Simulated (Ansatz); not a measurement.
Ansatz (a quantum-chemistry and plane-wave program) input (MP2/aug-cc-pVQZ):

Ansatz 0.2 input:
```yaml
crystal:
  periodic: [false, false, false]
  atoms:
    - {symbol: C, position_ang: [-0.12436341, -0.12441497, 0.13416410]}
    - {symbol: H, position_ang: [0.52707232, 0.48683615, 0.75743739]}
    - {symbol: H, position_ang: [-0.81834200, -0.67601933, 0.76699551]}
    - {symbol: H, position_ang: [0.47729704, -0.82634460, -0.44179986]}
    - {symbol: H, position_ang: [-0.68454017, 0.51702426, -0.54498481]}
    - {symbol: H, position_ang: [1.85338652, 1.44270128, -1.66369747]}
    - {symbol: H, position_ang: [2.32671735, 1.81947468, -2.09687698]}
basis:
  gaussian:
    orbitals: aug-cc-pVQZ
magnetization: {spin_polarized: false}
correlation: {method: mp2, electrons: outside_noble_gas}
```

Output:

```
Functional definition: HF
integrals: 1.57 GiB planned
2057 factors; integrals over basis functions are off by at most 4.5e-4 eV
mean field: 2.02 GiB planned
mean field evaluation 1: about -1123.5937 eV, gradient 2.5e1 eV
mean field evaluation 2: about -1123.5934 eV, gradient 2.5e1 eV
mean field evaluation 4: about -1125.1587 eV, gradient 1.6e0 eV
mean field evaluation 8: about -1125.1728 eV, gradient 2.5e-4 eV
mean field -1125.17284214 eV, -41.3493392790 hartree, gradient 3.2e-7 eV, S^2 0.000000; 0 other end points of the search recorded, 0 dependent functions left out
1 core orbitals not correlated
reference -1125.17284214 eV, -41.3493392790 hartree; 5, 5 occupied and 350, 350 virtual orbitals, 2057 factors
second order -6.67101787 eV of doubles, -0.00000000 eV of singles
Total energy: -1131.84386000 eV, -41.5944946638 hartree
```
